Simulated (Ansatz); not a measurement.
**Telling isomers of CH5FGe2 apart by their spectra**

These gas-phase data were calculated for one isomer of CH5FGe2 at PBE0-D3(BJ)/def2-SVP (harmonic, unscaled wavenumbers; equilibrium rotational constants with average atomic masses):

| Item | Value |
| --- | --- |
| rotational constants | 5.042, 1.487, 1.208 GHz |
| all wavenumbers above 1500 cm⁻¹ | 3190, 3184, 3071, 2111, 2084 |
| dipole moment | 1.32 D (PBE0/def2-TZVPD) |

Candidates:

(1) `[CH3][GeH2][Ge][F]`, a singlet
(2) `[F][Ge][CH2][GeH3]`, a singlet

Q: Which structure fits?

A: Candidate (1). 2 modes lie between 1900 and 2250 cm⁻¹, one for each Ge–H bond, while (2) has 3.

The same quantities for all candidates:

```tsv
	rotational constants (GHz)	wavenumbers above 1500 cm⁻¹	dipole (D)	E above the lowest, PBE0-D3(BJ)/def2-SVP (kcal/mol)
(1)	5.042, 1.487, 1.208	3190, 3184, 3071, 2111, 2084	1.32	0.0
(2)	6.511, 1.166, 1.061	3165, 3079, 2187, 2153, 2126	2.23	3.5
```

Harmonic stretches to hydrogen usually lie a few per cent above observed fundamentals. Each candidate is one conformer. Programs: Ansatz 0.2.0.
